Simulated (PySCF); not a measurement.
**Worked example: entropy of an ideal gas**

Hf(OH)3(SH) (H4HfO3S), SMILES [OH][Hf]([OH])([OH])[SH], multiplicity 1.

Geometry optimised at B3LYP-D3(BJ)/def2-SVP. The multiplicity is an assumed one; no other spin state was optimised. The structure was generated by enumeration; whether it is a known compound was not checked. The def2 effective core potentials stand for the cores of Hf; spin–orbit coupling is left out. The values are those of a single conformer.

B3LYP-D3(BJ)/def2-SVP (PySCF) gives the harmonic wavenumbers 102, 119, 127, 151, 174, 176, 189, 261, 268, 305, 321, 332, 376, 521, 693, 698, 717, 2649, 3983, 3991, 3995 cm⁻¹ and the rotational temperatures 0.1298, 0.0797, 0.0781 K. The molar mass is 262.58 g/mol, the symmetry number 1, the spin multiplicity 1.

Question: Work out the entropy at 298.15 K and 1 atm in the rigid-rotor, harmonic-oscillator model.

Answer: 
Translation (Sackur–Tetrode at 1 atm): S = R[1.5 ln M + 2.5 ln T − 1.16487] = 178.2 J/(mol K).
Rotation: q = (√π/σ) T^1.5/√(θA θB θC) = 321000, S = R[ln q + 3/2] = 117.9 J/(mol K).
Vibration: with u = 1.4388 ν/T, each mode gives R[u/(e^u − 1) − ln(1 − e^−u)]:
```json
[
 {"ν (cm⁻¹)": "102", "modes": "1", "u": "0.49", "S (J/(mol K))": "14.29"},
 {"ν (cm⁻¹)": "119", "modes": "1", "u": "0.57", "S (J/(mol K))": "13.04"},
 {"ν (cm⁻¹)": "127", "modes": "1", "u": "0.61", "S (J/(mol K))": "12.51"},
 {"ν (cm⁻¹)": "151", "modes": "1", "u": "0.73", "S (J/(mol K))": "11.13"},
 {"ν (cm⁻¹)": "174", "modes": "1", "u": "0.84", "S (J/(mol K))": "10.01"},
 {"ν (cm⁻¹)": "176", "modes": "1", "u": "0.85", "S (J/(mol K))": "9.92"},
 {"ν (cm⁻¹)": "189", "modes": "1", "u": "0.91", "S (J/(mol K))": "9.36"},
 {"ν (cm⁻¹)": "261", "modes": "1", "u": "1.26", "S (J/(mol K))": "6.92"},
 {"ν (cm⁻¹)": "268", "modes": "1", "u": "1.29", "S (J/(mol K))": "6.73"},
 {"ν (cm⁻¹)": "305", "modes": "1", "u": "1.47", "S (J/(mol K))": "5.81"},
 {"ν (cm⁻¹)": "321", "modes": "1", "u": "1.55", "S (J/(mol K))": "5.46"},
 {"ν (cm⁻¹)": "332", "modes": "1", "u": "1.60", "S (J/(mol K))": "5.23"},
 {"ν (cm⁻¹)": "376", "modes": "1", "u": "1.81", "S (J/(mol K))": "4.42"},
 {"ν (cm⁻¹)": "521", "modes": "1", "u": "2.51", "S (J/(mol K))": "2.54"},
 {"ν (cm⁻¹)": "693", "modes": "1", "u": "3.34", "S (J/(mol K))": "1.32"},
 {"ν (cm⁻¹)": "698", "modes": "1", "u": "3.37", "S (J/(mol K))": "1.29"},
 {"ν (cm⁻¹)": "717", "modes": "1", "u": "3.46", "S (J/(mol K))": "1.20"}
]
```
The stiffer modes add less than 0.005 each. Sum 121.2 J/(mol K).
Spin: R ln 1 = 0.0 J/(mol K).
Total 417.3 J/(mol K); the program's own thermochemistry gives 417.3. Translation makes up 43 % and vibration 29 %. Anharmonicity, hindered rotation and orbital degeneracy are left out.
